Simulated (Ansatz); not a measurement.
Reaction (SMILES): [F][Sc]([F])[F] -> [F][Sc]([F])[F] as doublet, charge -1 (an electron is taken up)
Structures are relaxed separately at B3LYP-D3(BJ)/def2-TZVP in Ansatz (an electronic-structure program). Frequencies are from Ansatz. [F][Sc]([F])[F] as doublet, charge -1: The spin state was set by rule; other spins were not relaxed. A spin state is the lowest found, not a proven ground state.

Quantity: adiabatic electron affinity (0 K, with B3LYP-D3(BJ) harmonic zero-point energies), positive where the reaction releases energy, in eV. Valence correlation only, unless marked. UHF or UKS for open shells. No spin-orbit coupling. Frozen are the shells of the preceding noble gas and the d and f shells that filled before the atom's block. No relativistic terms. Anions need diffuse functions: def2-D sets add few; the other sets have none. 

```json
[
 {"level": "HF/STO-3G", "program": "Ansatz", "adiabatic electron affinity (eV)": "-3.38"},
 {"level": "SVWN5/def2-TZVPD", "program": "Ansatz", "adiabatic electron affinity (eV)": "1.04"},
 {"level": "PBE0/6-31G*", "program": "Ansatz", "adiabatic electron affinity (eV)": "0.21"},
 {"level": "HSE06-D4/def2-TZVPD", "program": "Ansatz + dftd4", "adiabatic electron affinity (eV)": "0.99"},
 {"level": "HSE06/def2-TZVPD", "program": "Ansatz", "adiabatic electron affinity (eV)": "0.99"},
 {"level": "MP2/def2-SVPD", "program": "Ansatz", "adiabatic electron affinity (eV)": "0.65"},
 {"level": "SCS-MP2/def2-SVP", "program": "Ansatz", "adiabatic electron affinity (eV)": "-0.06"},
 {"level": "CCSD(T)/6-31G", "program": "Ansatz", "adiabatic electron affinity (eV)": "0.21"},
 {"level": "CCSD(T)/6-31G*", "program": "Ansatz", "adiabatic electron affinity (eV)": "-0.11"}
]
```
